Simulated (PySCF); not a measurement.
## How exact exchange moves a shielding

Molecule: SMILES [BH3-][P+](C)(C)C, C₃H₁₂BP.

Atoms are numbered as in `[BH3-:1][P+:2]([CH3:3])([CH3:4])[CH3:5]`. Each H is labelled by its parent atom.

GIAO shieldings (ppm, equivalent atoms averaged) in PySCF 2.14.0 with density-fitted response routines on the PBE0-D3(BJ)/def2-SVP geometry, basis pcSseg-1, gas phase, non-relativistic:

```tsv
functional	exact exchange (%)	σ(P2)	σ(C3/C4/C5)
BLYP	0	291.9	159.0
BP86	0	310.6	163.5
PBE	0	313.7	163.8
PBE0	25	334.4	169.4
mPW1PW91	25	331.6	168.6
HF	100	376.5	179.0
```

Task: Fit each shielding as a line in the percentage of exact exchange.

Result: σ(P2) = 308.7 + 0.71 x (rms 8.3 ppm); σ(C3/C4/C5) = 163.0 + 0.17 x (rms 2.0 ppm). The functionals also differ in their semilocal parts, which the line can't hold; Hartree–Fock has no correlation at all.

Task: What does the line predict for B3LYP (20 %), and what does the run give?

Result: σ(P2): 322.9 predicted, 309.7 computed; σ(C3/C4/C5): 166.4 predicted, 163.8 computed ppm.
